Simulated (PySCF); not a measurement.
# Löwdin shares of the frontier orbitals

TiPhCl3, C6H5Cl3Ti (singlet state).
Geometry (PBE0-D3(BJ)/def2-SVP, Å), atoms numbered from 1 in this order:
```
atom  x, y, z in Å
Ti1   -0.1688    0.1213   -2.5275
C2     0.0212    0.0801   -0.5418
C3    -0.9900    0.6529    0.2468
C4    -0.9416    0.5373    1.6337
C5     0.1138   -0.1457    2.2385
C6     1.1244   -0.7146    1.4616
C7     1.0828   -0.6018    0.0742
H8    -1.8179    1.1931   -0.2202
H9    -1.7289    0.9864    2.2435
H10    0.1499   -0.2345    3.3268
H11    1.9503   -1.2464    1.9398
H12    1.8798   -1.0467   -0.5279
Cl13   1.8510    0.0943   -3.3296
Cl14  -1.2785    1.9339   -2.9959
Cl15  -1.2801   -1.6856   -2.9781
```

Theory: TDDFT CAM-B3LYP/def2-SVPD, vertical, gas phase, core orbitals frozen in the response in PySCF 2.14.0, density-fitted response routines.

Kohn–Sham orbitals with the atoms that hold most of them (Löwdin shares over 4%, at most four atoms; ? is withheld):

```csv
orbital,ε (eV),atoms
HOMO-3,-10.59,"Cl15 36%, Cl14 32%, Cl13 31%"
HOMO-2,-10.19,"C2 30%, Ti1 24%, C3 9%, C7 9%"
HOMO-1,-9.16,"C3 20%, C7 20%, C6 20%, C4 20%"
HOMO,-9.13,"C2 24%, C5 22%, C4 10%, C6 10%"
LUMO,-2.29,?
LUMO+1,-2.08,"Ti1 81%, Cl13 6%, Cl14 6%"
LUMO+2,-1.64,"Ti1 66%, Cl13 9%, Cl14 9%, Cl15 8%"
```

Problem. Give the leading atoms of the LUMO.

Solution. Ti1 (bonded to C and 3 Cl) 69%; Cl15 (bonded to Ti) 7%; C5 (bonded to 2 C and H) 4%.

Problem. How does S1 compare with the orbital gap of 6.84 eV?

Solution. S1 is at 3.47 eV (f = 0.0000), 3.37 eV below the gap, made of HOMO-2→LUMO (89%). Its leading pair isn't HOMO and LUMO; the energies of that pair differ by 7.90 eV. Without the coupling terms of the response equations the lowest excitation would equal the gap.

Problem. Give energy, strength and leading configuration of S1 and S2, and follow the Löwdin shares of the leading atoms from the occupied to the empty orbital.

Solution. 
- S1 (3.47 eV, f 0.0000), HOMO-2→LUMO (89%): C2 30% → at most 4%, Ti1 24% → 69%, Cl15 at most 9% → 7%; the Löwdin share of titanium is 24% in HOMO-2 and 69% in LUMO
- S2 (3.56 eV, f 0.0000), HOMO-2→LUMO+1 (84%): C2 30% → at most 4%, Ti1 24% → 81%, Cl13 at most 9% → 6%; the Löwdin share of titanium is 24% in HOMO-2 and 81% in LUMO+1
